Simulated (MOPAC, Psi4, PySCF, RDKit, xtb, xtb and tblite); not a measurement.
Two geometries of SMILES s1cccc1[SiH2][SiH2]B, relaxed at GFN2-xTB with one dihedral held; other torsions can differ between them too.

Structure A

```
17

B     -2.0713     0.5588    -1.3278
Si    -2.4709    -0.6314     0.1593
Si    -0.6276    -1.0336     1.5312
C      0.8391    -0.0793     0.8424
C      0.8919     0.7300    -0.2536
C      2.1610     1.2978    -0.4945
C      3.0758     0.9116     0.4315
S      2.3954    -0.1464     1.6025
H     -1.7171     0.1461    -2.3666
H     -2.2209     1.7188    -1.2438
H     -3.5369    -0.1593     1.0639
H     -2.9672    -1.9655    -0.2298
H     -0.1949    -2.4366     1.6089
H     -0.7736    -0.5963     2.9273
H      0.0288     0.9143    -0.8787
H      2.3798     1.9588    -1.3145
H      4.1109     1.1819     0.5012
```

Structure B

```
17

B      2.0349     0.5116    -1.3186
Si     2.4818    -0.6683     0.1613
Si     0.6292    -1.0862     1.5179
C     -0.9061    -0.9975     0.4372
C     -1.0619    -0.3617    -0.7593
C     -2.3588    -0.4674    -1.3050
C     -3.1890    -1.1917    -0.5115
S     -2.3958    -1.7476     0.9078
H      1.9191     0.1212    -2.4177
H      1.8725     1.6599    -1.1471
H      3.4992    -0.1313     1.0854
H      3.0529    -1.9780    -0.2075
H      0.5908    -2.4008     2.1707
H      0.4247    -0.1073     2.5979
H     -0.2548     0.1724    -1.2397
H     -2.6562    -0.0282    -2.2409
H     -4.2200    -1.4381    -0.6718
```

Question: Which is lower in energy at the level B3LYP-D3(BJ)/def2-SVP // GFN2-xTB in Psi4 1.11, and by how much?

Answer: B is lower, by 2.79 kJ/mol (dihedral B1–Si2–Si3–C4: 0° in A, 30° in B).

E(B) − E(A) in kJ/mol at the other levels, on the same two geometries: GFN2-xTB (xtb and tblite) 0.77; B3LYP/def2-SVP // GFN2-xTB (Psi4) -3.10; PBE/def2-SVP // GFN2-xTB (Psi4) -2.15; PBE-D3(BJ)/def2-SVP // GFN2-xTB (Psi4) -1.98; UFF // GFN2-xTB (RDKit) -51.10; PM7, restricted, heats of formation // GFN2-xTB (MOPAC) -5.76; AM1, restricted, heats of formation // GFN2-xTB (MOPAC) -1.23; GFN1-xTB // GFN2-xTB (xtb) 0.15; restricted B3LYP/6-31G*, spherical d, density fitting // GFN2-xTB (PySCF) -2.90; restricted Hartree-Fock/3-21G, density fitting // GFN2-xTB (PySCF) -3.49; restricted BP86/6-31G*, spherical d, density fitting // GFN2-xTB (PySCF) -2.09; restricted B3LYP/LANL2DZ, with its core potentials past Ne // GFN2-xTB (PySCF) -2.29.
